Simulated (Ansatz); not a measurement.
`Cl[B@H-]1[NH2+][B@@H-](Cl)[NH2+]1`, charge 0, multiplicity 1.

(1) Give a relaxed structure at PBE0-D4/def2-TZVP (Ansatz 0.2.0). (An estimate is asked.)

Answers

(1) The calculation gave: 
Cartesian coordinates in Å:
```
Cl -1.9603 -0.1571 1.7248
B -0.3605 -0.5046 0.9171
N -0.5062 -0.7925 -0.6378
B 0.6254 0.2985 -0.8634
Cl 0.1526 1.5642 -2.0911
N 0.4836 0.8101 0.6332
H 0.2925 -1.3446 1.4676
H -1.4085 -0.5195 -1.0143
H -0.2947 -1.7322 -0.9445
H 1.6948 -0.2022 -1.0650
H 1.3418 0.9172 1.1567
H -0.0604 1.6629 0.7166
```
Point group C2v.
This is one stationary point; other conformers may exist.
